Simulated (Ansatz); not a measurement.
Computed with Ansatz on PBE0-D4/def2-TZVP structures; ΔE is electronic, products minus reactants. CCSD(T)/CBS is the MP2 limit (def2-TZVPP, def2-QZVPP) plus CCSD(T) − MP2 in def2-TZVPP, frozen cores. Functionals use def2-TZVPP. B3LYP here is the variant with VWN-RPA as its local correlation; programs differ in this. HSE06 is defined as in plane-wave codes. Elements past krypton have def2 core potentials. For In outer-core shells are correlated without core-valence functions, which leaves a few kJ/mol of doubt a bond.

Reaction (redistribution): `CS[SiH]` + `C[CH2][InH2]` → `CC[SiH]` + `C[S][InH2]`

| level | ΔE (kcal/mol) | difference from CCSD(T)/CBS |
| --- | --- | --- |
| PBE-D4 | 6.4 | 2.1 |
| B97M-V | 4.2 | -0.1 |
| B3LYP-D4 | 4.7 | 0.4 |
| PBE | 6.5 | 2.2 |
| HSE06 | 5.3 | 1.0 |
| LC-ωPBE | 3.9 | -0.4 |
| CCSD/def2-TZVPP | 3.6 | -0.7 |
| CCSD(T)/def2-TZVPP | 4.5 | 0.2 |
| SCS-MP2/def2-QZVPP | 4.5 | 0.2 |
| MP2/CBS(def2) | 5.3 | 1.0 |
| CCSD(T)/CBS | 4.3 | 0 |

Largest T1 diagnostic among the species: 0.016.

In def2-TZVPP, CCSD(T) changes the Hartree–Fock value by +3.9 kcal/mol (the triples alone add +0.9 kcal/mol) and MP2 by +4.9 kcal/mol. Leaving LDA and LC-ωPBE aside and taking each functional with its dispersion term where it has one, the values, not all of them listed here, spread over 3.3 kcal/mol, from BHLYP-D4 to PBE-D4. From r2SCAN to r2SCAN0 (25 % exact exchange), in def2-TZVPP and without D4, ΔE moves by −0.9 kcal/mol.
